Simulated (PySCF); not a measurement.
Computed shifts of a molecule C₅H₁₀O, KT2/pcSseg-1 (PySCF), GIAO, gas phase, equivalent atoms averaged, in ppm (number of nuclei): ¹³C: 80.7 (1), 74.6 (1), 41.4 (1), 41.3 (1), 18.7 (1). ¹H: 4.44 (1), 4.38 (1), 4.20 (1), 3.52 (1), 2.31 (1), 2.07 (1), 1.60 (1), 1.35 (3). References: ¹³C against TMS (σ = 185.1 ppm); ¹⁷O against H2O (σ = 330.4 ppm); ¹H against TMS (σ = 31.47 ppm), references at their B3LYP-D3(BJ)/def2-TZVP geometries, non-relativistic. The structure is a stationary point at r2SCAN-D4/def2-SVP. One conformer was computed; it need not be the lowest.

**Question.** Which structure fits?
A. COC=C(C)C
B. CC1(C)C[C@H]1O
C. CC[C@H]1C[C@@H]1O
D. C[C@H]1CCOC1

**Answer.** D, C[C@H]1CCOC1
